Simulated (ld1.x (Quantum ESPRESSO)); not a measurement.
## iodine: one change to a TM potential, before and after

| Item | Value |
| --- | --- |
| Element | I (Z = 53) |
| Generator | ld1.x (Quantum ESPRESSO) 7.5 |
| Type | norm-conserving Troullier–Martins (Kleinman–Bylander form) |
| Functional | LDA (PZ) |
| Relativity | scalar-relativistic |
| Frozen core | [Kr] |
| Valence charge | 17 |
| Reference configuration | 4d10 5s2 5p4.5 (charge +0.5) |
| Partial waves | 5s (bound): rc 1.60 bohr; 5p (bound): rc 1.80 bohr; 4d (bound): rc 1.40 bohr; 4f channel at 0.45 Ry: rc 1.70 bohr |
| Local potential | all-electron potential smoothed inside 1.45 bohr (lloc = -1) |
| Core correction | none |

Change: all radii scaled by about 1.15 (s 1.84, p 2.08, d 1.62, f 1.96 bohr); local potential all-electron potential smoothed inside 1.66 bohr (lloc = -1).

Cutoffs: the cutoffs (Ry, on a coarse ladder) from which the occupation-weighted sum of valence levels, in a spherical-Bessel basis at the reference potential, stays within 10 and 1 mRy of its value at 400 Ry; they do not see the model core or the augmentation charge, which bear on the density cutoff. Errors are all-electron minus pseudo energies relative to the spin-unpolarised reference configuration.

Task: Predict the effect on cutoff, ghosts and configuration errors.

Result: The potential gets softer (110 Ry and 180 Ry → 90 Ry and 160 Ry); both files keep a bound ghost (s); the number of tests that count goes from 9 to 8; of the 8 tests that both files solve, the error grows in 0 and shrinks in 7 by more than 15 % and 0.3 meV (median size 7.9 → 6.8 meV). A larger radius leaves more room for a smooth pseudo-wave, so fewer plane waves are needed. That the errors move this way runs against the usual rule that smaller radii transfer better.

| quantity | base | changed |
| --- | --- | --- |
| cutoff, loose | 110 Ry | 90 Ry |
| cutoff, tight | 180 Ry | 160 Ry |
| loose cutoff by channel (10 mRy a level) | s 30 Ry, p 12 Ry, d 90 Ry | s 30 Ry, p 12 Ry, d 80 Ry |
| bound ghosts | s | s |
| tests counted (converged, no solver errors) | 9 of 9 | 8 of 9 |
| error for 4d10 5s2 5p5, meV [ΔE -4.61 eV] | +3.6 | +2.5 |
| error for 4d10 5s2 5p4, meV [ΔE 6.69 eV] | +1.0 | -0.4 |
| error for 4d10 5s2 5p3, meV [ΔE 26.75 eV] | +24 | +7.4 |
| error for 4d10 5s2 5p2, meV [ΔE 56.37 eV] | +80 | +27 |
| error for 4d10 5s2 5p1, meV [ΔE 96.17 eV] | +141 | +46 |
| error for 4d10 5s2 5p5.3, meV [ΔE -6.44 eV] | +6.8 | +4.4 |
| error for 4d10 5s2 5p4.5 (spin-polarised), meV [ΔE -0.29 eV] | +8.6 | +8.9 |
| error for 4d10 5s2 5p5 (spin-polarised), meV [ΔE -4.74 eV] | +7.3 | +6.2 |

Changed file: Tests not counted: 4d9 5s2 5p6 (solver errors, printed error -19.9 eV). A true bound ghost makes a file unfit for plane-wave use even where its test errors are small: the radial tests pick states by their node count and pass the ghost by. Where a test does run into it, the solver fails or the error is huge.
